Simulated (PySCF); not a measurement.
H$_{3}$Cl$_{3}$HfOSi (SMILES [SiH3][O][Hf]([Cl])([Cl])[Cl]), singlet, at a GFN2-xTB geometry (such geometries of metal compounds can be far from the true shape) (core potentials on Hf). Base run: SVWN5/def2-SVP (PySCF).

Input for PySCF:
```python
from pyscf import gto, scf, dft

mol = gto.M(
    atom='''
Hf    0.161984    0.089866    0.154347
Cl    1.676692    1.124731    1.466390
Cl   -0.935636   -1.307108    1.532795
Cl   -1.243417    1.695978   -0.550968
O     0.650668   -0.871007   -1.359011
Si   -0.437319   -1.456674   -2.414546
H    -1.742874   -1.540491   -1.704267
H     0.051066   -2.774864   -2.808624
H    -0.513811   -0.524753   -3.544037
''',
    basis='def2-svp',
    ecp={'Hf': 'def2-svp'},
    charge=0,
    spin=0,
    verbose=3,
)

mf = dft.RKS(mol)
mf.xc = 'lda,vwn'
mf.kernel()
mf.analyze()
```

Each row names what was changed in the base input (with any setting that the change needs).

```
change                                           ΔE vs base (mEh)  fitting functions  dipole (D)                outcome
-----------------------------------------------  ----------------  -----------------  ----------  ---------------------
base                                                        0.000                  -        1.94              converged
auxbasis = default (with mf = mf.density_fit())            -0.494                375        1.94              converged
auxbasis = even-tempered beta=2.0                          -0.201               1086        1.94              converged
auxbasis = cc-pvdz-jkfit                                        -                  -           -  stopped with an error
auxbasis = def2-universal-jkfit                            -0.108                870        1.94              converged
auxbasis = autoaux                                         -0.040               1088        1.94              converged
auxbasis = cc-pvtz-jkfit                                        -                  -           -  stopped with an error
auxbasis = even-tempered beta=3.0                         -15.424                737        1.93              converged
auxbasis = def2-svp-ri                                          -                  -           -  stopped with an error
auxbasis = def2-tzvp-ri                                         -                  -           -  stopped with an error
```

A fitting set is made for a task (jfit for Coulomb, jkfit for Coulomb and exchange, ri for correlation) and for a family of orbital bases.

- auxbasis = cc-pvdz-jkfit: ended with `pyscf.lib.exceptions.BasisNotFoundError: Basis set not found for Hf in cc-pvdz-jkfit`
- auxbasis = cc-pvtz-jkfit: ended with `pyscf.lib.exceptions.BasisNotFoundError: Basis set not found for Hf in cc-pvtz-jkfit`
- auxbasis = def2-svp-ri: ended with `pyscf.lib.exceptions.BasisNotFoundError: Basis set not found for Hf in def2-svp-ri`
